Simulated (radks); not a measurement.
Results of a calculation; reference values are marked as such.
Task: Species: neutral antimony. Configuration: [Kr] 4d10 5s2 5p2 7f1 (not the ground configuration). Level of theory: scalar-relativistic Kohn-Sham, BLYP, spin-unpolarised, spherical densities, finite nucleus; Fermi nuclear charge, rms radius 4.6802 fm (a radial shooting solver on a logarithmic mesh with Libxc functionals). Some entries of the table are withheld. Estimate them.

| orbital | occ. | eigenvalue (Ry) | r(max) (bohr) | <r^2> (bohr^2) |
|---|---|---|---|---|
| 1s | 2 | -2228.207 | 0.01835 | 0.001094 |
| 2s | 2 | -339.5647 | 0.1037 | 0.01773 |
| 2p | 6 | -304.9423 | 0.08303 | 0.01401 |
| 3s | 2 | -67.01615 | 0.3000 | 0.1250 |
| 3p | 6 | -55.73047 | 0.2934 | 0.1254 |
| 3d | 10 | -38.49711 | 0.2442 | 0.1106 |
| 4s | 2 | -11.50400 | (1) | 0.7069 |
| 4p | 6 | -8.04718 | 0.7620 | 0.8292 |
| 4d | 10 | -3.03049 | 0.8463 | 1.251 |
| 5s | 2 | -1.47133 | 1.868 | 5.266 |
| 5p | 2 | -0.83502 | (2) | 8.225 |
| 7f | 1 | -0.01969 | 68.14 | 4185 |

Result: 
(1) 4s r(max) (bohr): 0.7224
(2) 5p r(max) (bohr): 2.246
